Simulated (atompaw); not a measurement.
# Re (Z = 75): one change to a PAW (atompaw) potential, before and after

atompaw 4.2.0.5 input, output lines left out:

```
Re 75
GGA-PBESOL scalarrelativistic loggrid 2001 logderivrange -5 5 251
6 6 5 4 0 0
6 1 0
5 2 5
0 0 0
c
c
c
c
c
v
c
c
c
v
v
c
c
v
c
2
2.30 1.80 2.20 2.15
y
1.65
n
n
y
0.1
n
custom polynom vanderbiltortho besselshape
bessel
2.30
2.30
1.75
1.95
2.30
1.70
```

Change: wave 5d (bound): rc 2.30 bohr becomes 5d (bound): rc 1.88 bohr.

Cutoffs: the cutoffs (Ry, on a coarse ladder) from which the occupation-weighted sum of valence levels, in a spherical-Bessel basis at the reference potential, stays within 10 and 1 mRy of its value at 400 Ry; they do not see the model core or the augmentation charge, which bear on the density cutoff.

Q: What does the change do?

A: The potential gets neither clearly harder nor softer (35 Ry and 45 Ry → 35 Ry and 50 Ry); both files keep a bound ghost (s).

| quantity | base | changed |
| --- | --- | --- |
| cutoff, loose | 35 Ry | 35 Ry |
| cutoff, tight | 45 Ry | 50 Ry |
| loose cutoff by channel (10 mRy a level) | s 8 Ry, p 21 Ry, d 15 Ry | s 8 Ry, p 21 Ry, d 21 Ry |
| bound ghosts | s | s |
| s: phases at 2.31 bohr within 0.05 rad from the reference energy up to (Ry; the scan ends near 5) | to the end of the scan | to the end of the scan |
| p: phases at 2.31 bohr within 0.05 rad from the reference energy up to (Ry; the scan ends near 5) | to the end of the scan | to the end of the scan |
| d: phases at 2.31 bohr within 0.05 rad from the reference energy up to (Ry; the scan ends near 5) | 4.0 | to the end of the scan |
| lowest overlap eigenvalue by channel | s 0.20, p 0.52, d 0.09 | s 0.20, p 0.52, d 0.32 |

 A true bound ghost makes a file unfit for plane-wave use even where its test errors are small: the radial tests pick states by their node count and pass the ghost by. The cutoffs see the waves, projectors and local potential, not the compensation charge or the core.
